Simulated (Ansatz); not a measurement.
`NC[TeH]` from Hartree–Fock to CCSD(T)

```xyz
8

N     0.981   -0.202    0.818
C     0.166   -0.026   -0.354
Te   -1.798   -0.837    0.074
H     0.698    0.418    1.565
H     1.960   -0.043    0.614
H     0.582   -0.603   -1.177
H     0.002    1.004   -0.689
H    -2.591    0.290   -0.851
```

Charge 0, multiplicity 1. Correlated methods include outer-core shells of Te, which these sets cover unevenly. Te takes the def2 core potential. Geometry: relaxed with PBE0-D4/def2-TZVP. It is one conformer, not always the lowest. Frozen core, restricted reference, Ansatz 0.2.0.

```json
{"basis": "def2-SVP", "HF (Eh)": "-362.11999", "MP2 corr.": "-0.44044"}
{"basis": "def2-TZVPP", "HF (Eh)": "-362.24482", "MP2 corr.": "-0.86375"}
{"basis": "def2-QZVPP", "HF (Eh)": "-362.25162", "MP2 corr.": "-1.05017"}
```

Q: Estimate the CCSD correlation energy and the (T) correction in each basis where they were run (hartree).

A: 
```
     basis  CCSD corr.       (T)
  def2-SVP    -0.47816  -0.01351
def2-TZVPP    -0.86343  -0.02718
```
